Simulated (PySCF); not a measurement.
C3H7O, charge -1, singlet, at a GFN2-xTB geometry (in this run its highest filled SCF level lies above zero, so its values depend strongly on the basis, on diffuse functions most of all), atoms displaced at random by about 0.08 Å a coordinate; PySCF with R2SCAN/STO-3G, gradient.

PySCF was given this input:
```python
from pyscf import gto, scf, dft

mol = gto.Mole()
mol.atom = '''
    O     0.00610705    1.48748462   -0.04648897
    C     0.07269274    0.17591623    0.37778090
    H    -0.01831588    0.02757096    1.42214968
    C    -1.34520387   -0.56445393   -0.10942417
    C     1.21962010   -0.70286800   -0.10606676
    H    -1.31663022   -0.76892226   -1.07853646
    H     1.26004451   -0.92407693   -1.20349549
    H    -2.22642284    0.01031937    0.17296255
    H     2.25341522   -0.18995409    0.19240623
    H    -1.40712727   -1.60190485    0.29613754
    H     1.08023425   -1.87544116    0.18324501
'''
mol.basis = 'sto-3g'
mol.charge = -1
mol.verbose = 3
mol.build()

mf = dft.RKS(mol)
mf.xc = 'r2scan'
mf.grids.level = 1
mf.kernel()
g = mf.nuc_grad_method()
g.grid_response = False
grad = g.kernel()
```

It wrote (shortened):

```
converged SCF energy = -190.934927061007
--------------- RKS gradients ---------------
         x                y                z
0 O    -0.0258779464     0.0355063613    -0.0135020400
1 C     0.0650432072    -0.1216957177     0.0743551272
2 H    -0.0059993319     0.0200409721    -0.0730055789
3 C    -0.0037065233     0.0460098878    -0.1011111238
4 C    -0.0629582546     0.0821069684     0.0147450505
5 H     0.0008372585     0.0027667747     0.1161038832
6 H     0.0017885800    -0.0277870514    -0.0018707810
7 H     0.0023838636    -0.0025335337    -0.0004654482
8 H     0.0407683623     0.0382368551     0.0092762962
9 H     0.0113304940    -0.0077972419    -0.0109774055
10 H    -0.0234735451    -0.0531705395    -0.0121656408
----------------------------------------------
```
